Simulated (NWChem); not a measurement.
Molecule: Si2H5O2F; SMILES O[SiH2][Si@@H](O)F

```xyz
10

O      0.7048    -2.0984     0.3050
Si    -0.7374    -1.3020    -0.0668
Si    -0.0165     0.9104    -0.4170
O     -0.8560     1.9576     0.5774
F      1.5616     0.7757     0.0940
H      1.4211    -1.4556     0.4734
H     -1.7413    -1.3671     1.0545
H     -1.3603    -1.9186    -1.2890
H      0.0752     1.4617    -1.8160
H     -0.6859     2.9072     0.4444
```
Atoms are numbered in this order, from 1.

Computed with NWChem. Structure relaxed at the PBE-D3(BJ)/def2-SVP level. Ions are spin-unrestricted doublets at the neutral geometry; other ion states weren't tried.

Q: What does the run give for PBE/def2-SVP? Quantities: vertical ionisation energy, ΔSCF (eV); −ε(HOMO) (eV).

A: The vertical ionisation energy, ΔSCF (eV) is 9.74 and the −ε(HOMO) (eV) is 6.71.
